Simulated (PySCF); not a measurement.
**Diatomics of C with the chalcogens**

PBE0 with double-zeta basis sets in PySCF, for the lowest determinant that a PBE0 search found; no spin–orbit coupling. De refers to high-spin ground-configuration atoms. A positive dipole means M(−)C(+).

```csv
M,basis,state (unpaired electrons),Re (Å),ωe (cm⁻¹),De (eV),μ (D)
O,jorge-DZP-DKH,singlet (closed shell),1.138,2218,10.70,-0.11
S,cc-pVDZ/cc-pV(D+d)Z,singlet (closed shell),1.541,1336,7.19,-1.78
Se,def2-SVP,singlet (closed shell),1.672,1097,6.09,-2.12
Te,x2c-SVPall,singlet (closed shell),1.885,913,4.68,-2.63
```

The shortest bond is that of CO (1.138 Å), the longest that of TeC (1.885 Å). CO is bound most strongly (10.70 eV) and TeC least (4.68 eV).

The rows differ in basis set, which adds steps of its own.

Relativity is treated differently too: O spin-free X2C; S no relativity; Se no relativity; Te spin-free X2C.

Down a group bonds as a rule get longer and wavenumbers fall, partly through the reduced mass; this series shows no clear exception.

Spin–orbit coupling is left out, which matters for elements this heavy, above all for dissociation energies.
